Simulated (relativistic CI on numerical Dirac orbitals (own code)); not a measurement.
# Sensitivity of the levels of Bi XVIII to α and to the nuclear radius

These numbers are calculated, not measured: Dirac-Coulomb-Breit CI, orbitals from a KLI potential per configuration, derivatives by finite differences, unscaled Slater integrals, QED left out (own radial code, finite nucleus).

Configurations in the expansion (outside the closed core [Kr] 4d10): 4f¹⁴5s²5p⁴, 4f¹⁴5s5p⁵, 4f¹⁴5s²5p³5d, 4f¹⁴5p⁶, 4f¹³5s²5p⁵, 4f¹⁴5s5p⁴5d. Double excitations out of closed p, d and f shells are left out; levels of such configurations are missing from the list, as are those of other unlisted configurations, and high levels can miss mixing partners.

With x = (α/α₀)² − 1 an excitation energy changes as ω = ω₀ + qx; K = 2q/ω₀ is the relative enhancement. Terms are leading LS components, so labels can repeat. The field-shift factor is F = δν/δ⟨r²⟩ for the transition from the lowest level.

Lowest level 4f¹⁴5s²5p⁴ ³P2.

| Level | ω₀ (cm⁻¹) | q (cm⁻¹) | F (GHz/fm²) |
| --- | --- | --- | --- |
| 4f¹⁴5s²5p⁴ ¹S0 | 39282 | 3867 | -2.13 |
| 4f¹⁴5s²5p⁴ ³P1 | 239598 | 326200 | -87.3 |
| 4f¹⁴5s²5p⁴ ¹D2 | 259405 | 324200 | -86.5 |
| 4f¹⁴5s²5p⁴ ³P0 | 515826 | 650100 | -181 |
| 4f¹⁴5s²5p³5d ³D°2 | 588366 | 73780 | -125 |
| 4f¹⁴5s²5p³5d ⁵D°1 | 594657 | 72590 | -116 |
| 4f¹⁴5s²5p³5d ³P°0 | 602771 | 25020 | 20.8 |
| 4f¹⁴5s²5p³5d ³F°3 | 604632 | 26900 | 22.1 |
| 4f¹⁴5s5p⁵ ³P°2 | 610236 | 218600 | -478 |
| 4f¹⁴5s²5p³5d ³F°4 | 639353 | 64130 | 24.6 |
| 4f¹⁴5s²5p³5d ³P°1 | 682646 | 250500 | -483 |
| 4f¹⁴5s5p⁵ ³P°2 | 688434 | 202100 | -327 |
| 4f¹⁴5s²5p³5d ³D°3 | 697136 | 81230 | 17.8 |

At this charge energies of transitions that change n are usually good to better than 1 %, and those within a shell (Δn = 0) to a few per cent.

Task: Which transition from the lowest level has the largest |K|?

Result: 4f¹⁴5s²5p⁴ ³P1 at 239598 cm⁻¹, K = 2.72.
